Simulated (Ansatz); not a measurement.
Species: NbF3 (charge 0, triplet). The spin state was set by rule; other spins were not relaxed. 
Coordinates optimised at B3LYP-D3(BJ)/def2-TZVP (Ansatz, a quantum-chemistry and plane-wave program):
SMILES: [F][Nb]([F])[F]
```xyz
4

Nb     0.0575    -0.0105    -0.0104
F      1.8657    -0.3395    -0.3366
F     -0.9303    -0.4178     1.5486
F     -1.1974     0.8049    -1.1647
```
Charge 0, spin multiplicity 3.

Wanted: vertical singlet-triplet gap (E(singlet) - E(triplet); the singlet is one closed-shell determinant, which may describe it poorly; each state is the SCF solution reached for its spin; for the singlet the Hartree-Fock reference is unstable and T1 is 0.026), in kJ/mol. Cores are frozen in the correlated levels unless marked. Open shells are spin-unrestricted. Spin-orbit coupling is left out. The frozen core is the preceding noble-gas configuration, with the filled d and f shells of earlier blocks. Past Kr the def2 sets carry scalar-relativistic core potentials. Basis-set limits of correlation are two-point, X^-3; Hartree-Fock from the larger set. The bracket is a focal-point correction in the basis named.

```
level                                                        program  vertical singlet-triplet gap (kJ/mol)  minus last row
-----------------------------------------------------------  -------  -------------------------------------  --------------
HF/def2-SVPD                                                  Ansatz                                   98.7            73.6
SVWN5/def2-TZVPD                                              Ansatz                                   20.8            -4.3
r2SCAN/def2-TZVPD                                             Ansatz                                   51.3            26.2
B3LYP/def2-TZVPD                                              Ansatz                                   30.2             5.1
wB97M-V/def2-TZVPD                                            Ansatz                                   25.0            -0.1
wB97X-V/def2-TZVPD                                            Ansatz                                   26.1             1.0
MP2/def2-SVPD                                                 Ansatz                                   51.3            26.2
RI-MP2/def2-QZVPPD                                            Ansatz                                   41.2            16.1
CCSD(T)/def2-SVPD                                             Ansatz                                   36.2            11.1
RI-MP2/CBS(def2-TZVPPD,def2-QZVPPD)+[CCSD(T)-MP2]/def2-SVPD   Ansatz                                   25.1             0.0
```
